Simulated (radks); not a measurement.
Values are calculated unless marked as measured or tabulated.
Task: Radial electron density D(r) = 4 pi r^2 rho(r) of an atom or ion with 34 electrons. Code: a radial shooting solver on a logarithmic mesh with Libxc functionals. Model: scalar-relativistic Kohn-Sham, exchange-only r2SCAN, spin-polarised, spherical densities, finite nucleus; meta-GGA in the generalised Kohn-Sham scheme; Fermi nuclear charge, rms radius of each element as measured or else 0.836 A^(1/3) + 0.57 fm.

| r (bohr) | D(r) (e/bohr) | spin D(r) |
|---|---|---|
| 0.003283 | 4.821 | 0.00581 |
| 0.003731 | 5.959 | 0.00717 |
| 0.00424 | 7.331 | 0.00880 |
| 0.004819 | 8.971 | 0.0107 |
| 0.005521 | 11.05 | 0.0132 |
| 0.006275 | 13.34 | 0.0158 |
| 0.007132 | 15.98 | 0.0189 |
| 0.008106 | 18.99 | 0.0223 |
| 0.009287 | 22.55 | 0.0262 |
| 0.01056 | 26.20 | 0.0302 |
| 0.012 | 30.05 | 0.0341 |
| 0.01363 | 33.98 | 0.0379 |
| 0.01562 | 38.03 | 0.0415 |
| 0.01775 | 41.50 | 0.0441 |
| 0.02018 | 44.38 | 0.0457 |
| 0.02293 | 46.43 | 0.0460 |
| 0.02607 | 47.46 | 0.0451 |
| 0.02986 | 47.33 | 0.0431 |
| 0.03394 | 46.14 | 0.0414 |
| 0.03858 | 44.21 | 0.0413 |
| 0.04384 | 42.03 | 0.0448 |
| 0.05023 | 40.18 | 0.0554 |
| 0.05709 | 39.61 | 0.0737 |
| 0.06489 | 40.70 | 0.101 |
| 0.07375 | 43.60 | 0.134 |
| 0.08449 | 48.17 | 0.170 |
| 0.09603 | 52.83 | 0.195 |
| 0.1091 | 56.41 | 0.198 |
| 0.124 | 57.56 | 0.172 |
| 0.1421 | 55.27 | 0.113 |
| 0.1615 | 50.10 | 0.0439 |
| 0.1836 | 43.40 | -0.00754 |
| 0.2086 | 37.29 | -0.00537 |
| 0.239 | 33.63 | 0.0817 |
| 0.2717 | 33.75 | 0.235 |
| 0.3088 | 36.59 | 0.404 |
| 0.3509 | 39.99 | 0.505 |
| 0.3989 | 41.48 | 0.476 |
| 0.457 | 39.24 | 0.300 |
| 0.5194 | 33.58 | 0.0882 |
| 0.5903 | 25.95 | -0.0272 |
| 0.6709 | 18.36 | 0.0822 |
| 0.7686 | 12.13 | 0.493 |
| 0.8736 | 8.656 | 1.07 |
| 0.9929 | 7.089 | 1.63 |
| 1.128 | 6.497 | 1.97 |
| 1.293 | 5.951 | 1.96 |
| 1.469 | 5.042 | 1.64 |
| 1.67 | 3.772 | 1.16 |
| 1.898 | 2.438 | 0.684 |
| 2.175 | 1.284 | 0.316 |
| 2.472 | 0.5849 | 0.122 |
| 2.809 | 0.2191 | 0.0364 |
| 3.193 | 0.06631 | 0.00799 |
| 3.658 | 0.01437 | 0.000995 |
| 4.157 | 0.002596 | 0.0000483 |
| 4.725 | 0.0003487 | -0.0000120 |

What is the nuclear charge?

Result: Z = 38. The innermost maximum, from 1s, lies near gamma/Z bohr with gamma = sqrt(1 - (Z/c)^2) = 0.961, here 0.0253 bohr (found: 0.0276), and its height grows with Z. The density is that of the strontium ion Sr4+ in [Ar] 3d10 4s1 4p5; the configuration itself is not fixed sharply by these data, and Z only to a few units. D(r) has 3 maxima, at r = 0.0276, 0.122, 0.399 bohr, and minima at 0.0562, 0.253 bohr, inside which lie 2.05, 11.03 electrons.
